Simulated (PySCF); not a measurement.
C6H9F.
SMILES: `F[C@@H]1[C@@H](C)C21CC2`

Computed with PySCF at PBE0/pcSseg-1, non-relativistic, on one gas-phase PBE0-D3(BJ)/def2-SVP geometry that isn't relaxed in the solvent. The solvent is an IEF-PCM continuum (Bondi radii, 1.10 Å for H, scaled by 1.2). Specific hydrogen bonds and non-electrostatic terms are outside this model.

```tsv
run	E − E(gas) (kcal/mol)	HOMO (eV)	HOMO–LUMO gap (eV)	dipole (D)
gas	0.00	-7.60	9.14	1.79
P	-2.77	-7.54	9.31	2.22
Q	-2.04	-7.55	9.27	2.10
```

Question: The runs were made in chloroform and methanol. Which run belongs to which solvent?

Answer: P = methanol, Q = chloroform. The dielectric constants are 4.711 (chloroform), 32.61 (methanol), and the energy falls further as ε rises. In this model the ground state sees the solvent through ε alone.

Question: How constant is the ratio of the lowering to (ε − 1)/(2ε + 1)?

Answer: 
| solvent | (ε − 1)/(2ε + 1) | E − E(gas) (kcal/mol) | ratio (kcal/mol) | polarisation term (kcal/mol) |
| --- | --- | --- | --- | --- |
| chloroform | 0.356 | -2.04 | -5.7 | -2.20 |
| methanol | 0.477 | -2.77 | -5.8 | -3.07 |

The ratio changes by +1.0 % in size from chloroform to methanol. The polarisation term is half the interaction of the solute with the induced surface charges.
